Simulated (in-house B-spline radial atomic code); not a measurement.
How G0W0 and RPA depend on the start: B⁺

Configuration [He] 2s2. Computed with a B-spline radial code for spherical atoms: all electrons, non-relativistic, point nucleus, each spin shell either full or empty, empty states to l = 9 with an (l + 1/2)⁻⁴ tail; G0W0 by contour deformation at full frequency.

```
            start  mean-field 2s (eV)  G0W0 (eV)  QP weight  RPA correlation (Eh)
     Hartree-Fock             -23.778    -24.933      0.957              -0.15131
         LDA VWN5             -19.407    -25.054      0.889              -0.20809
              PBE             -19.505    -25.013      0.890              -0.20733
             PBE0             -20.793    -25.042      0.919              -0.18641
           r2SCAN             -19.725    -25.088      0.907              -0.19976
            HSE06             -20.377    -25.033      0.911               -0.1911
  B3LYP (VWN-RPA)             -20.578    -25.027      0.912              -0.19034
             SCAN             -19.739    -25.090      0.907              -0.20017
             TPSS             -19.719    -25.023      0.897              -0.20203
        BHandHLYP             -21.962    -25.001      0.935              -0.17193
        CAM-B3LYP             -22.254    -25.020      0.937              -0.17352
          LC-wPBE             -23.809          ?          ?                     ?
            wB97X             -23.310          ?          ?                     ?
           PBEsol             -19.373    -25.031      0.890              -0.20703
             BLYP             -19.398    -24.974      0.886              -0.20785
          r2SCAN0             -20.902    -25.071      0.925              -0.18281
LDA exchange-only             -18.149    -24.913      0.876               -0.2068
```

Task: What G0W0 level, weight and RPA correlation energy follow from the wB97X start?

Result: G0W0 level -25.020 eV, weight 0.949, RPA correlation -0.16493 hartree.

Task: What G0W0 level, weight and RPA correlation energy follow from the LC-wPBE start?

Result: G0W0 level -24.999 eV, weight 0.951, RPA correlation -0.16471 hartree.

Task: How much of the dependence on the start does G0W0 remove?

Result: The mean-field levels span 5.66 eV and the G0W0 levels 0.178 eV. Against 25.155 eV (NIST, measured) the G0W0 removal energies are off by -0.24 to -0.06 eV.
